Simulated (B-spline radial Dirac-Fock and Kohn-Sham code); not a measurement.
**Elastic and transport cross sections of nickel for electrons**

Method: relativistic (Dirac) partial waves in the static field of the Dirac-Fock atom with Furness-McCarthy exchange, without polarisation or absorption potentials. Computed with a radial finite-basis atomic code. σ_tr1 and σ_tr2 weight the cross section with 1 − P₁ and 1 − P₂ of cos θ; "backward" is the share scattered beyond 90°.

```csv
energy (eV),σ (a₀²),σ_tr1 (a₀²),σ_tr2 (a₀²),σ/σ_tr1,backward (%)
3000,3.02,0.239,0.417,12.6,2.2
5000,2.18,0.109,0.213,19.9,1.1
6120,1.90,0.0797,0.161,23.8,0.85
6550,1.81,0.0715,0.146,25.3,0.77
7150,1.71,0.0622,0.129,27.4,0.68
7950,1.58,0.0524,0.110,30.2,0.59
9580,?,?,?,?,?
10000,1.34,0.0361,0.0783,37.1,0.43
11400,1.22,0.0291,0.0642,41.8,0.36
14100,1.04,0.0205,0.0462,50.7,0.27
14600,1.01,0.0193,0.0437,52.4,0.26
14800,1.00,0.0189,0.0428,53.0,0.26
15800,0.952,0.0169,0.0386,56.2,0.24
20000,0.793,0.0114,0.0265,69.7,0.17
24400,0.678,0.00812,0.0192,83.6,0.14
25100,0.663,0.00773,0.0183,85.7,0.13
30000,0.575,0.00570,0.0137,101,0.10
36200,0.495,0.00413,0.0100,120,0.082
41400,0.445,0.00328,0.00803,136,0.069
48300,0.394,0.00251,0.00621,157,0.057
50000,0.383,0.00237,0.00587,162,0.055
91600,0.241,0.000841,0.00215,287,0.025
93300,0.238,0.000815,0.00208,292,0.025
100000,0.226,0.000724,0.00186,313,0.022
110000,0.212,0.000617,0.00159,343,0.020
127000,0.192,0.000485,0.00126,395,0.016
128000,0.191,0.000478,0.00124,398,0.016
147000,0.174,0.000380,0.000990,458,0.013
200000,0.144,0.000229,0.000605,628,0.0086
300000,0.116,0.000120,0.000321,969,0.0047
```

Q: Fill in the row for 9.58 keV.

A: σ = 1.38 a₀², σ_tr1 = 0.0387 a₀², σ_tr2 = 0.0836 a₀², σ/σ_tr1 = 35.7, backward 0.46 %. The ratio σ/σ_tr1 is roughly the number of elastic collisions that randomise the direction.
